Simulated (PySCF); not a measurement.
Molecule: `O=C1CCC(=O)O1`, C4H4O3.

Atoms are numbered as in `[O:1]=[C:2]1[CH2:3][CH2:4][C:5](=[O:6])[O:7]1`. Each H is labelled by its parent atom.

Geometry PBE0-D3(BJ)/def2-SVP throughout; GIAO in PySCF 2.14, gas phase, one conformer, non-relativistic; equivalent atoms averaged; functional PBE0.

Q: How do the shifts δ (against H2O, TMS at the same level) depend on the basis set? (ppm; last column core-seconds on shared hosts with different chips, so compare them loosely)

A: 
```
    basis set  functions  O1/O6     O7  C2/C5  C3/C4  H(C3)/H(C4)  core-s
       STO-3G         39  404.0  202.9  116.8   28.9         2.37     3.1
     pcSseg-0         71  522.9  362.3  184.9   30.4         3.08     3.8
        6-31G         71  446.1  329.2  165.7   29.0         2.79     5.9
       6-31G*        106  406.3  314.1  160.5   26.8         2.44     9.1
      cc-pVDZ        118  434.4  338.2  166.0   27.6         2.30      11
     def2-SVP        118  438.0  335.5  165.7   25.3         2.28      10
     pcSseg-1        139  467.9  358.8  173.8   28.9         2.59      11
  aug-cc-pVDZ        197  419.5  335.6  169.1   28.2         2.71      22
6-311+G(2d,p)        213  440.7  352.6  173.4   29.0         2.66      28
    def2-TZVP        241  449.6  359.3  174.6   29.3         2.62      29
      cc-pVTZ        266  450.2  354.8  173.6   29.0         2.61      35
     IGLO-III        285  452.0  361.2  178.0   29.9         2.72      37
     pcSseg-2        308  456.0  361.0  179.5   30.1         2.68      32
```

Q: Which nucleus moves most, in ppm?

A: O7 (ester alkoxy oxygen): from 202.9 ppm with STO-3G to 362.3 ppm with pcSseg-0. The smallest spread is 0.80 ppm, at H(C3)/H(C4). Proton shifts span only some 12 ppm, so a few tenths of a ppm matter as much there as several ppm in carbon.

Q: Taking the largest basis, pcSseg-2 (308 functions), as the yardstick, rank the others by their worst heavy-atom deviation.

A: IGLO-III 4.0 ppm (285 functions), cc-pVTZ 6.2 ppm (266 functions), def2-TZVP 6.4 ppm (241 functions), pcSseg-1 11.9 ppm (139 functions), 6-311+G(2d,p) 15.3 ppm (213 functions), cc-pVDZ 22.8 ppm (118 functions), def2-SVP 25.5 ppm (118 functions), 6-31G 31.7 ppm (71 functions), aug-cc-pVDZ 36.5 ppm (197 functions), 6-31G* 49.6 ppm (106 functions), pcSseg-0 66.9 ppm (71 functions), STO-3G 158.1 ppm (39 functions).

A small basis that lands close on one nucleus may do so by chance; judge by the trend and by all nuclei.
